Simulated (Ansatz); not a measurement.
SnCl₃, SMILES [Cl][Sn-]([Cl])[Cl], charge -1.

The structure is a stationary point at B3LYP-D3(BJ)/def2-SVPD. The isomer is the one that the SMILES or the coordinates give; other isomers of the formula were not compared. The def2 effective core potentials stand for the cores of Sn; spin–orbit coupling is left out.

Two levels are set side by side: PBE/def2-SVPD (Ansatz, a quantum-chemistry and plane-wave program) and CAM-B3LYP/def2-SVPD (Ansatz). Energy differences of separate SCF runs at the same geometry; the states with an electron removed or added have multiplicity 2. Differences are taken from unrounded values.

| quantity | CAM-B3LYP |
|---|---|
| vertical ionisation energy (eV) | 5.02 |
| vertical singlet–triplet gap (eV) | 4.34 |

Problem. What does PBE give, and how far is it from CAM-B3LYP? (An estimate is asked for; the answer gives what the named calculation found.)

Solution. 
```csv
quantity,PBE,PBE minus CAM-B3LYP
vertical ionisation energy (eV),4.60,-0.42
vertical singlet–triplet gap (eV),4.04,-0.30
```
